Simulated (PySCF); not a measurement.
Compound: C7H13N.
Z-matrix (Å and degrees, PBE0-D3(BJ)/def2-SVP geometry), rows numbered from 1:
```
C 
C   1  1.4998
C   2  1.5093  1  114.35
C   2  1.3498  1  124.39  3  -178.93
C   4  1.4995  2  125.38  1    -2.69
C   4  1.5157  2  120.48  1   179.50
C   6  1.5057  4  111.42  2    81.95
N   7  1.2678  6  128.01  4  -126.47
H   1  1.0962  2  114.00  3   177.22
H   1  1.1036  2  110.47  3   -61.07
H   1  1.1037  2  110.18  3    55.94
H   3  1.1039  2  111.62  1  -109.04
H   3  1.0993  2  111.07  1    10.25
H   3  1.1002  2  112.23  1   130.45
H   5  1.1039  4  110.70  2   119.08
H   5  1.1040  4  110.47  2  -123.59
H   5  1.0964  4  113.83  2    -2.66
H   6  1.1020  4  112.12  2   -40.89
H   6  1.1043  4  109.00  2  -158.86
H   7  1.1053  6  114.90  4    52.07
H   8  1.0280  7  109.79  6    -1.36
```

Level: wB97X-D/def2-SVPD in PySCF, non-relativistic, on one gas-phase PBE0-D3(BJ)/def2-SVP geometry that isn't relaxed in the solvent. The solvent is an IEF-PCM continuum (Bondi radii, 1.10 Å for H, scaled by 1.2), and excitations are vertical TDDFT with non-equilibrium linear response and a frozen core. Only the electrostatic response of the medium enters.

Gas-phase singlets (H = HOMO, L = LUMO):

```tsv
state	E (eV)	λ (nm)	f	leading configurations
S1	5.308	234	0.006	H-1→L 46%, H→L 40%
S2	6.304	197	0.100	H→L 53%, H-1→L 36%
S3	6.638	187	0.186	H→L+1 46%, H→L+2 40%
S4	6.763	183	0.128	H→L+2 51%, H→L+1 41%
S5	7.364	168	0.033	H→L+3 74%, H→L+4 16%
```

Task: Give the list for dichloromethane (ε = 8.93), n² = 2.03.

Result: 
```csv
state,E (eV),λ (nm),f,leading configurations,change by rank (eV)
S1,5.344,232,0.019,"H→L 53%, H-1→L 40%",+0.036
S2,6.172,201,0.114,"H-1→L 49%, H→L 44%",-0.132
S3,6.574,189,0.300,"H→L+2 64%, H→L+1 28%",-0.064
S4,6.758,183,0.123,"H→L+1 60%, H→L+2 31%",-0.005
S5,7.485,166,0.021,"H→L+3 81%, H→L+4 12%",+0.121
```

Task: Give the list for dimethylsulfoxide (ε = 46.83), n² = 2.19.

Result: 
```csv
state,E (eV),λ (nm),f,leading configurations,change by rank (eV)
S1,5.346,232,0.021,"H→L 55%, H-1→L 39%",+0.038
S2,6.160,201,0.111,"H-1→L 51%, H→L 42%",-0.144
S3,6.567,189,0.308,"H→L+2 56%, H→L+1 36%",-0.071
S4,6.759,183,0.129,"H→L+1 52%, H→L+2 39%",-0.004
S5,7.512,165,0.018,"H→L+3 82%, H→L+4 11%",+0.148
```

Task: The ground-state energy changes by -0.277 eV from gas to dimethylsulfoxide. By how much does the total energy of gas-phase S5 change?

Result: E(S5) = E(S0) + excitation energy, so it changes by -0.277 + 0.148 = -0.129 eV: it is lowered less than the ground state, which is what a blue shift means. This is the vertical state, with the slow part of the continuum still set for S0.

Task: How do the frontier levels move from gas to dimethylsulfoxide?

Result: 
```
orbital  gas (eV)  solvent (eV)  change (eV)                  Löwdin shares, gas             Löwdin shares, solvent
 LUMO+2      2.31          2.48        +0.17    C4 22 %, C2 19 %, C7 8 %, N8 7 %   C4 24 %, C2 22 %, C7 6 %, C3 6 %
 LUMO+1      2.23          2.46        +0.23  C1 14 %, C5 11 %, C3 11 %, H12 5 %  C1 14 %, C3 11 %, C5 10 %, C7 7 %
   LUMO      1.66          1.62        -0.04    C7 29 %, N8 28 %, C2 9 %, C6 7 %   C7 34 %, N8 32 %, C6 7 %, C2 6 %
   HOMO     -8.38         -8.23        +0.15    C4 28 %, C2 28 %, N8 6 %, C5 6 %   C4 29 %, C2 28 %, C5 6 %, C1 6 %
 HOMO-1     -9.59         -9.81        -0.22   N8 55 %, C7 12 %, C6 8 %, H21 7 %  N8 54 %, C7 13 %, C6 9 %, H21 8 %
 HOMO-2    -10.62        -10.65        -0.03    N8 37 %, C7 22 %, C6 9 %, C4 6 %  N8 30 %, C7 17 %, C6 10 %, C4 8 %
 HOMO-3    -11.43        -11.25        +0.18  C3 13 %, C2 11 %, C5 11 %, C1 10 %  N8 11 %, C3 11 %, C6 10 %, C5 9 %
```

The HOMO–LUMO gap goes from 10.04 to 9.85 eV. Rows go by rank; for HOMO-3 the atom shares or the degeneracy differ between the runs, so the row needn't follow one orbital.

wB97X-D is run here without its empirical dispersion term; that term would change no orbital, density or response property at a fixed geometry.
